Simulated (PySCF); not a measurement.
## A small calculation by hand: chemical shift, span and skew from a shielding tensor

Si(CCH)(Cl)2(Me) (C₃H₄Cl₂Si), SMILES C([Si](Cl)(Cl)C)#C. Atoms are numbered in the order given.

```xyz
10

C      2.9592     0.3921     0.0000
C      1.7680     0.1466     0.0000
Si    -0.0069    -0.2669     0.0000
C     -0.2994    -2.0939     0.0000
Cl    -0.8650     0.5840     1.6699
Cl    -0.8650     0.5840    -1.6699
H      4.0119     0.6155     0.0000
H      0.1531    -2.5468    -0.8950
H     -1.3783    -2.3080     0.0000
H      0.1531    -2.5468     0.8950
```
Charge 0, spin multiplicity 1.

Coordinates come from a PBE0-D3(BJ)/def2-SVP optimisation.

GIAO shieldings from KT2/pcSseg-1 (PySCF), non-relativistic, no solvent. The symmetric part of the tensor of Si3 has the principal values 310.2, 364.3, 391.0 ppm. The same nucleus in TMS has σ = 361.9 ppm at this level (PySCF, at its B3LYP-D3(BJ)/def2-TZVP geometry). Without spin–orbit terms, shifts of atoms bonded to Cl or Br come out too high.

Problem. Work out the isotropic shielding, the ²⁹Si shift against TMS, the span and the skew.

Solution. 
σ(iso) = (σ11 + σ22 + σ33)/3 = 355.2 ppm. δ = σ(ref) − σ(iso) = 361.9 − (355.2) = 6.7 ppm.
Span Ω = σ33 − σ11 = 80.8 ppm. Skew κ = 3(σ(iso) − σ22)/Ω = -0.34. Tumbling in solution averages the tensor to δ; in a static solid the shielding alone would spread this spin-1/2 line over Ω.
